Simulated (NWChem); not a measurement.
The numbers come from NWChem runs, not from measurements. System: C4H9NO, charge 0, spin multiplicity 1, displaced from the optimised geometry.

Input file:

```
start mol
memory heap 200 mb stack 900 mb global 1100 mb
geometry units angstroms nocenter noautoz
  C     -0.738231     0.188228     1.227543
  C      0.776007    -0.187281     1.194716
  O      1.419191     0.321745     0.000000
  C      0.776007    -0.187281    -1.194716
  C     -0.738231     0.188228    -1.227543
  N     -1.387081    -0.348533     0.000000
  H     -0.818610     1.327706     1.321673
  H     -1.222359    -0.266175     2.145565
  H      0.875149    -1.323388     1.243985
  H      1.323552     0.261331     2.077017
  H      0.875149    -1.323388    -1.243985
  H      1.323552     0.261331    -2.077017
  H     -1.222359    -0.266175    -2.145565
  H     -0.818610     1.327706    -1.321673
  H     -2.412734    -0.144540     0.000000
  symmetry group Cs
end
basis spherical
  * library def2-svp
end
dft
  xc b3lyp
  semidirect memsize 60000000 filesize 0
  iterations 100
  convergence nodiis damp 40
end
task dft gradient
```

The output up to the point where the run's verdict is printed (cleaned and shortened):

```
             Northwest Computational Chemistry Package (NWChem) 7.3.0
             --------------------------------------------------------

                                NWChem Input Module
                                -------------------

 Scaling coordinates for geometry "geometry" by  1.889725989
 (inverse scale =  0.529177249)

 Turning off AUTOSYM since
 SYMMETRY directive was detected!

                             Geometry "geometry" -> ""
                             -------------------------

 Output coordinates in angstroms (scale by  1.889725989 to convert to a.u.)

  No.       Tag          Charge          X              Y              Z
 ---- ---------------- ---------- -------------- -------------- --------------
    1 C                    6.0000    -0.73823100     0.18822800     1.22754300
    2 C                    6.0000     0.77600700    -0.18728100     1.19471600
    3 O                    8.0000     1.41919100     0.32174500     0.00000000
    4 C                    6.0000     0.77600700    -0.18728100    -1.19471600
    5 C                    6.0000    -0.73823100     0.18822800    -1.22754300
    6 N                    7.0000    -1.38708100    -0.34853300     0.00000000
    7 H                    1.0000    -0.81861000     1.32770600     1.32167300
    8 H                    1.0000    -1.22235900    -0.26617500     2.14556500
    9 H                    1.0000     0.87514900    -1.32338800     1.24398500
   10 H                    1.0000     1.32355200     0.26133100     2.07701700
   11 H                    1.0000     0.87514900    -1.32338800    -1.24398500
   12 H                    1.0000     1.32355200     0.26133100    -2.07701700
   13 H                    1.0000    -1.22235900    -0.26617500    -2.14556500
   14 H                    1.0000    -0.81861000     1.32770600    -1.32167300
   15 H                    1.0000    -2.41273400    -0.14454000     0.00000000

 Effective nuclear repulsion energy (a.u.)     257.1796033430

            Nuclear Dipole moment (a.u.)
            ----------------------------
        X                 Y               Z
[...]
 d= 0,ls=0.0         52   -166.7545731214 -1.03D+01  2.38D-01              28.0
 d= 0,ls=0.0         53   -156.4101222724  1.03D+01  2.38D-01              28.4
 d= 0,ls=0.0         54   -166.7545731214 -1.03D+01  2.38D-01              28.9
 d= 0,ls=0.0         55   -156.4101222724  1.03D+01  2.38D-01              29.4
 d= 0,ls=0.0         56   -166.7545731214 -1.03D+01  2.38D-01              29.8
 d= 0,ls=0.0         57   -156.4101222724  1.03D+01  2.38D-01              30.3
 d= 0,ls=0.0         58   -166.7545731214 -1.03D+01  2.38D-01              30.8
 d= 0,ls=0.0         59   -156.4101222724  1.03D+01  2.38D-01              31.2
 d= 0,ls=0.0         60   -166.7545731214 -1.03D+01  2.38D-01              31.7
 d= 0,ls=0.0         61   -156.4101222724  1.03D+01  2.38D-01              32.2
 d= 0,ls=0.0         62   -166.7545731214 -1.03D+01  2.38D-01              32.7
 d= 0,ls=0.0         63   -156.4101222724  1.03D+01  2.38D-01              33.1
 d= 0,ls=0.0         64   -166.7545731214 -1.03D+01  2.38D-01              33.6
 d= 0,ls=0.0         65   -156.4101222724  1.03D+01  2.38D-01              34.1
 d= 0,ls=0.0         66   -166.7545731214 -1.03D+01  2.38D-01              34.6
 d= 0,ls=0.0         67   -156.4101222724  1.03D+01  2.38D-01              35.0
 d= 0,ls=0.0         68   -166.7545731214 -1.03D+01  2.38D-01              35.5
 d= 0,ls=0.0         69   -156.4101222724  1.03D+01  2.38D-01              36.0
 d= 0,ls=0.0         70   -166.7545731214 -1.03D+01  2.38D-01              36.4
 d= 0,ls=0.0         71   -156.4101222724  1.03D+01  2.38D-01              36.9
 d= 0,ls=0.0         72   -166.7545731214 -1.03D+01  2.38D-01              37.4
 d= 0,ls=0.0         73   -156.4101222724  1.03D+01  2.38D-01              37.8
 d= 0,ls=0.0         74   -166.7545731214 -1.03D+01  2.38D-01              38.3
 d= 0,ls=0.0         75   -156.4101222724  1.03D+01  2.38D-01              38.8
 d= 0,ls=0.0         76   -166.7545731214 -1.03D+01  2.38D-01              39.2
 d= 0,ls=0.0         77   -156.4101222724  1.03D+01  2.38D-01              39.7
 d= 0,ls=0.0         78   -166.7545731214 -1.03D+01  2.38D-01              40.2
 d= 0,ls=0.0         79   -156.4101222724  1.03D+01  2.38D-01              40.6
 d= 0,ls=0.0         80   -166.7545731214 -1.03D+01  2.38D-01              41.1
 d= 0,ls=0.0         81   -156.4101222724  1.03D+01  2.38D-01              41.6
 d= 0,ls=0.0         82   -166.7545731214 -1.03D+01  2.38D-01              42.2
 d= 0,ls=0.0         83   -156.4101222724  1.03D+01  2.38D-01              42.7
 d= 0,ls=0.0         84   -166.7545731214 -1.03D+01  2.38D-01              43.3
 d= 0,ls=0.0         85   -156.4101222724  1.03D+01  2.38D-01              43.8
 d= 0,ls=0.0         86   -166.7545731214 -1.03D+01  2.38D-01              44.3
 d= 0,ls=0.0         87   -156.4101222724  1.03D+01  2.38D-01              44.8
 d= 0,ls=0.0         88   -166.7545731214 -1.03D+01  2.38D-01              45.4
 d= 0,ls=0.0         89   -156.4101222724  1.03D+01  2.38D-01              45.8
 d= 0,ls=0.0         90   -166.7545731214 -1.03D+01  2.38D-01              46.4
 d= 0,ls=0.0         91   -156.4101222724  1.03D+01  2.38D-01              47.0
 d= 0,ls=0.0         92   -166.7545731214 -1.03D+01  2.38D-01              47.4
 d= 0,ls=0.0         93   -156.4101222724  1.03D+01  2.38D-01              47.9
 d= 0,ls=0.0         94   -166.7545731214 -1.03D+01  2.38D-01              48.4
 d= 0,ls=0.0         95   -156.4101222724  1.03D+01  2.38D-01              48.9
 d= 0,ls=0.0         96   -166.7545731214 -1.03D+01  2.38D-01              49.3
 d= 0,ls=0.0         97   -156.4101222724  1.03D+01  2.38D-01              49.8
 d= 0,ls=0.0         98   -166.7545731214 -1.03D+01  2.38D-01              50.3
 d= 0,ls=0.0         99   -156.4101222724  1.03D+01  2.38D-01              50.7
 d= 0,ls=0.0        100   -166.7545731214 -1.03D+01  2.38D-01              51.3
```

Convergence was not reached. The next line reads: Calculation failed to converge. NWChem stopped with the message: dft gradient failed.
